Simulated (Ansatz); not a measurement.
Single points on C2H5NOSi⁻, that is SiH2Me(NCO) with one electron more.

```yaml
crystal:
  periodic: [false, false, false]
  atoms:
    - {symbol: Si, position_ang: [0.684762, 0.029494, 0.455487]}
    - {symbol: H, position_ang: [0.728243, 0.001577, 1.958168]}
    - {symbol: H, position_ang: [2.089991, -0.025492, -0.076364]}
    - {symbol: C, position_ang: [-0.211507, 1.558946, -0.164665]}
    - {symbol: H, position_ang: [0.312745, 2.474650, 0.178217]}
    - {symbol: H, position_ang: [-1.250973, 1.590161, 0.218863]}
    - {symbol: H, position_ang: [-0.247445, 1.573950, -1.272375]}
    - {symbol: N, position_ang: [-0.146037, -1.397292, -0.081761]}
    - {symbol: C, position_ang: [-0.704398, -2.409097, -0.433628]}
    - {symbol: O, position_ang: [-1.255371, -3.396898, -0.781932]}
basis:
  gaussian: {orbitals: def2-TZVP, initial_orbitals: start.molden}
total_charge: -1
magnetization: {spin_polarized: true, initial_magnetization: 1}
hamiltonian: {xc: {name: LC-wPBE, parameters: {omega: 0.15/bohr}}}
scf: {omitted_lower_state_checks: [starts]}
output: {orbitals: {seedname: orbitals}}
```

The file start.molden holds the orbitals of an earlier run on this structure, at another level or in another basis.

```sh
$ ansatz run in.yaml --threads 4 --pin off --events-out ev --progress --plain --max-ram 3916MiB
```

It prints (some lines left out):

```
Functional definition: LC-wPBE
1138 factors; their error is unknown
144 factors; integrals over basis functions are off by at most 2.1e-6 eV
mean field evaluation 1: about -13560.6106 eV, gradient 2.5e1 eV
mean field evaluation 2: about -13563.4816 eV, gradient 2.4e0 eV
mean field evaluation 4: about -13563.7385 eV, gradient 1.2e0 eV
mean field evaluation 8: about -13563.7378 eV, gradient 2.2e-2 eV
mean field -13563.73776940 eV, -498.4581691939 hartree, gradient 1.7e-5 eV, S^2 0.752755; 0 other end points of the search recorded, 0 dependent functions left out
reference -13563.73776950 eV, -498.4581691974 hartree; 24, 23 occupied and 167, 168 virtual orbitals, 1138 factors
Total energy: -13563.73776950 eV, -498.4581691974 hartree
Checks for a lower state left out: starts
```

Hardware: 4 threads of Intel Xeon on a shared host. Wall time 21 s.

As the first input, with `hamiltonian: {xc: {name: LC-wPBE, parameters: {omega: 0.3/bohr}}}` (abridged; 21 s):

```
Functional definition: LC-wPBE
mean field -13564.91908566 eV, -498.5015817655 hartree, gradient 1.1e-5 eV, S^2 0.754832
Total energy: -13564.91908568 eV, -498.5015817662 hartree
Checks for a lower state left out: starts
```

The first input with `gaussian: {orbitals: def2-TZVPD, initial_orbitals: start.molden}`, `hamiltonian: {xc: pbe, dispersion: d4}` (abridged; 37 s):

```
Functional definition: PBE
a density is far from that of the atoms, so the factors are made again for it
mean field evaluation 16: about -13562.6163 eV, gradient 8.2e-2 eV
mean field -13562.61417380 eV, -498.4168778172 hartree, gradient 2.2e-5 eV, S^2 0.750195
Total energy: -13562.83386453 eV, -498.4249513024 hartree
Checks for a lower state left out: starts
```

As the first input, with `hamiltonian: {xc: {name: LC-wPBE, parameters: {omega: 0.2/bohr}}}` (abridged; 20 s):

```
Functional definition: LC-wPBE
mean field evaluation 16: about -13564.1168 eV, gradient 5.3e-6 eV
mean field -13564.11681909 eV, -498.4720990129 hartree, gradient 5.3e-6 eV, S^2 0.753539
Total energy: -13564.11681914 eV, -498.4720990147 hartree
Checks for a lower state left out: starts
```

As the first input, with `gaussian: {orbitals: def2-TZVPD, initial_orbitals: start.molden}`, `hamiltonian: {xc: pbe0, dispersion: d4}` (abridged; 48 s):

```
Functional definition: PBE0
mean field evaluation 16: about -13563.3158 eV, gradient 1.5e-5 eV
a density is far from that of the atoms, so the factors are made again for it
mean field -13563.31604346 eV, -498.4426710515 hartree, gradient 1.7e-5 eV, S^2 0.750247
Total energy: -13563.50169583 eV, -498.4494936500 hartree
Checks for a lower state left out: starts
```

The first input with `gaussian: {orbitals: def2-TZVPD, initial_orbitals: start.molden}`, `hamiltonian: {xc: r2scan, dispersion: d4}` (abridged; 65 s):

```
Functional definition: r2SCAN
mean field evaluation 16: about -13569.4183 eV, gradient 5.9e-6 eV
a density is far from that of the atoms, so the factors are made again for it
mean field -13569.41828330 eV, -498.6669242293 hartree, gradient 1.2e-5 eV, S^2 0.750531
Total energy: -13569.47467832 eV, -498.6689967081 hartree
Checks for a lower state left out: starts
```

The first input with `hamiltonian: {xc: {name: LC-wPBE, parameters: {omega: 0.1/bohr}}}` (abridged; 25 s):

```
Functional definition: LC-wPBE
mean field evaluation 16: about -13563.4218 eV, gradient 6.7e-6 eV
mean field -13563.42175479 eV, -498.4465558711 hartree, gradient 6.7e-6 eV, S^2 0.752093
Total energy: -13563.42175503 eV, -498.4465558798 hartree
Checks for a lower state left out: starts
```

Geometry: PBE-D4/def2-SVP, that of the neutral singlet.

At LC-ωPBE (ω = 0.15 bohr⁻¹)/def2-TZVP, LC-ωPBE (ω = 0.30 bohr⁻¹)/def2-TZVP, PBE-D4/def2-TZVPD, LC-ωPBE (ω = 0.20 bohr⁻¹)/def2-TZVP and others the highest occupied level of the charge -1 doublet lies above zero (up to 2.41 eV). By energy differences it is unbound by 1.67 eV (vertical, against the charge 0 singlet, at LC-ωPBE (ω = 0.10 bohr⁻¹)/def2-TZVP) and held by the finite basis.
